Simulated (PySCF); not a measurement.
# Bond curve of SnP

Set-up: Sn def2-SVPD with ECP28, P def2-SVPD; scalar-relativistic core potentials (PySCF 2.14). Energies in eV from Sn + P in their ground configurations at the same level. State: ²Π (doublet), unpaired electrons π ↑.

All columns are PBE0. A positive dipole means Sn(−)P(+).

| R (Å) | E (eV) | μ (D) | Mulliken charge on Sn (basis-dependent) | HOMO (eV) | LUMO (eV) | Mayer bond order | ⟨S²⟩ |
| --- | --- | --- | --- | --- | --- | --- | --- |
| 2.030 | -1.520 | -1.17 | 0.21 | -6.35 | -4.78 | 2.25 | 0.75 |
| 2.125 | -2.234 | -1.50 | 0.22 | -6.41 | -4.56 | 2.24 | 0.76 |
| 2.219 | -2.622 | -1.81 | 0.23 | -6.35 | -4.36 | 2.23 | 0.76 |
| 2.290 | -2.756 | -2.04 | 0.23 | -6.18 | -4.22 | 2.23 | 0.76 |
| 2.361 | -2.789 | -2.25 | 0.24 | -6.02 | -4.10 | 2.22 | 0.77 |
| 2.432 | -2.746 | -2.43 | 0.24 | -5.86 | -4.00 | 2.20 | 0.79 |
| 2.526 | -2.608 | -2.57 | 0.23 | -5.66 | -3.89 | 2.10 | 0.89 |
| 2.644 | -2.371 | -2.56 | 0.21 | -5.49 | -3.78 | 1.86 | 1.11 |
| 2.786 | -2.058 | -2.54 | 0.19 | -5.39 | -3.68 | 1.59 | 1.34 |
| 2.975 | -1.643 | -2.59 | 0.17 | -5.34 | -3.60 | 1.33 | 1.56 |

A fit through these points gives, at Re = 2.353 Å, μ = -2.23 D and dμ/dR = -2.89 D/Å; the reduced mass is 24.62 u.

Question: How strong is the fundamental in the double-harmonic approximation, I = 42.26·(dμ/dR)²/μred km/mol?

Answer: I = 42.26·(-2.89)²/24.62 = 14.3 km/mol at PBE0.

⟨S²⟩ of the unrestricted solution departs from its pure value on part of the curve, where spin states mix. These are scalar-relativistic numbers at best; spin–orbit coupling would shift them, the dissociation energy most. The state is the lowest determinant that a PBE0 search found; another state may lie lower at other levels.
